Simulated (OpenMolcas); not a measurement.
## P+: thermal populations, worked from levels

```json
{
 "Program": "OpenMolcas",
 "Basis": "ANO-RCC-VQZP [6s5p3d2f1g]",
 "Scalar Hamiltonian": "DKH2, point nucleus",
 "Active space": "2 electrons in 9 orbitals (RAS2 3p; RAS3 3d 4s, at most 1 electron)",
 "State averaging": "2S+1 = 3 even, 3 roots; 2S+1 = 1 even, 6 roots; 2S+1 = 3 odd, 18 roots; 2S+1 = 1 odd, 18 roots",
 "Spin-orbit coupling": "RASSI with atomic mean-field integrals over the reference wave functions, term energies averaged over their components"
}
```

Methods: RASSCF; MS-RASPT2, IPEA 0.25 Eh, imaginary shift 0.1 Eh (closed shells correlated: 2s 2p 3s). Measured levels: NIST Handbook of Basic Atomic Spectroscopic Data.

**Thermal populations.** Z = Σ (2J + 1) exp(-E/kT) with k = 0.695035 cm-1/K, over the levels below. No other level of either list lies under 45600 cm-1, which is above 7 kT at each temperature.

```
      Level  2J + 1  MS-RASPT2  measured
3s2 3p2 3P0       1        0.0       0.0
3s2 3p2 3P1       3        145       165
3s2 3p2 3P2       5        418       469
3s2 3p2 1D2       5       8670      8882
3s2 3p2 1S0       1      26160     21576
```

| T (K) | Z, MS-RASPT2 | Z, measured levels | Ground level (%), MS-RASPT2 | Ground level (%), measured levels |
| --- | --- | --- | --- | --- |
| 3000 | 7.968 | 7.835 | 12.5 | 12.8 |
| 5000 | 8.724 | 8.620 | 11.5 | 11.6 |
| 8000 | 9.621 | 9.541 | 10.4 | 10.5 |

At 8000 K, kT = 5560 cm-1, and the computed levels give Z = 1.000 + 2.923 + 4.638 + 1.051 + 0.009 = 9.621.

CASPT2 breaks the degeneracy within a term, and the mean is taken; among the terms shown or strongly mixed into the levels shown the widest spread is 160 cm-1 (3s2 3p2 1D, MS-RASPT2). Over all roots computed the reference weight is 0.91 to 0.97 in MS-RASPT2; the roots of lowest weight are the least certain, and an intruder state may touch them. With the s shell closed, the reference lacks s² → p² mixing. Without dynamic correlation excited terms often stand tens of per cent too high (terms of higher spin than the ground term too low), and those without a measured partner can miss by more than the paired ones (holds for RASSCF). Some terms miss by over 15 % even with CASPT2, which points to a basis or an active space too small for the shells correlated (holds for MS-RASPT2). Measured partners are found by configuration, term and J. A level has none where our copy of the source lacks it or the pairing is in doubt (some pairs that miss far off the trend of their configuration count as doubtful), and it then counts in no deviation. Only configurations of the active space appear.
